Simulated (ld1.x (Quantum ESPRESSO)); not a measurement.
**Transferability test, RRKJ potential for oxygen**

```
Element                 : oxygen
Generator               : ld1.x (Quantum ESPRESSO) 7.5
Type                    : norm-conserving RRKJ (Kleinman–Bylander form)
Functional              : PBE
Relativity              : non-relativistic
Frozen core             : [He]
Valence charge          : 6
Reference configuration : 2s2 2p4
Partial waves           : 2s (bound): rc 0.80 bohr; 2p (bound): rc 1.60 bohr
Local potential         : the p channel
Core correction         : none
rho0                    : 0.01
```

Energies are relative to the spin-unpolarised reference configuration 2s2 2p4; without spin polarisation the order of configurations can differ from experiment. The frozen-core shift is the all-electron ΔE with the core orbitals held at their reference shape minus the fully relaxed ΔE.

Problem. Give the all-electron excitation energy and the error of the potential for: 2s2 2p3; 2s2 2p2; 2s2 2p1; 2s2 2p3.5; 2s2 2p4.3; 2s1 2p4; 2s1 2p5.

Solution.

| valence configuration | charge | ΔE all-electron (eV) | error AE − PS (meV) | frozen-core shift (meV) |
| --- | --- | --- | --- | --- |
| 2s2 2p3 | +1 | 16.439 | -4.2 | +0.1 |
| 2s2 2p2 | +2 | 50.033 | +112 | +1.2 |
| 2s2 2p1 | +3 | 103.905 | +756 | +6.4 |
| 2s2 2p3.5 | +0.5 | 6.290 | -3.0 | 0.0 |
| 2s2 2p4.3 | -0.3 | -2.125 | -1.4 | 0.0 |
| 2s1 2p4 | +1 | 31.609 | -81 | +0.5 |
| 2s1 2p5 | 0 | 14.896 | +6.4 | +0.4 |

Levels in the configuration 2s1 2p5:

| level | all-electron (eV) | pseudo (eV) |
| --- | --- | --- |
| 2s | -24.369 | -24.398 |
| 2p | -9.455 | -9.496 |

ld1.x printed “convergence not achieved” for 2 of the counted tests; their residual had stalled under 1e-8, short of the target of 1e-14.
